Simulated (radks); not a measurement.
Question: Neutral palladium, 46 electrons, occupied as [Kr] 4d10. Calculated with a radial shooting solver on a logarithmic mesh with Libxc functionals: Dirac Kohn-Sham, BLYP, spin-unpolarised, spherical densities, point nucleus. Some entries of the table are withheld. Estimate them.

| orbital | occ. | eigenvalue (eV) | <1/r> (bohr^-1) |
|---|---|---|---|
| 1s1/2 | 2 | -24156.97 | 48.24 |
| 2s1/2 | 2 | -3526.108 | 11.09 |
| 2p1/2 | 2 | (1) | (2) |
| 2p3/2 | 4 | (3) | (4) |
| 3s1/2 | 2 | -635.4777 | (5) |
| 3p1/2 | 2 | -534.8017 | 3.767 |
| 3p3/2 | 4 | -507.0091 | 3.611 |
| 3d3/2 | 4 | -328.6495 | 3.444 |
| 3d5/2 | 6 | -323.1073 | 3.404 |
| 4s1/2 | 2 | (6) | 1.464 |
| 4p1/2 | 2 | -54.2286 | 1.338 |
| 4p3/2 | 4 | -49.7705 | 1.288 |
| 4d3/2 | 4 | (7) | (8) |
| 4d5/2 | 6 | (9) | (10) |

Answer: 
(1) 2p1/2 eigenvalue (eV): -3270.997
(2) 2p1/2 <1/r> (bohr^-1): 11.07
(3) 2p3/2 eigenvalue (eV): -3111.506
(4) 2p3/2 <1/r> (bohr^-1): 10.43
(5) 3s1/2 <1/r> (bohr^-1): 3.862
(6) 4s1/2 eigenvalue (eV): -85.2974
(7) 4d3/2 eigenvalue (eV): -4.2948
(8) 4d3/2 <1/r> (bohr^-1): 0.8905
(9) 4d5/2 eigenvalue (eV): -3.8593
(10) 4d5/2 <1/r> (bohr^-1): 0.8723
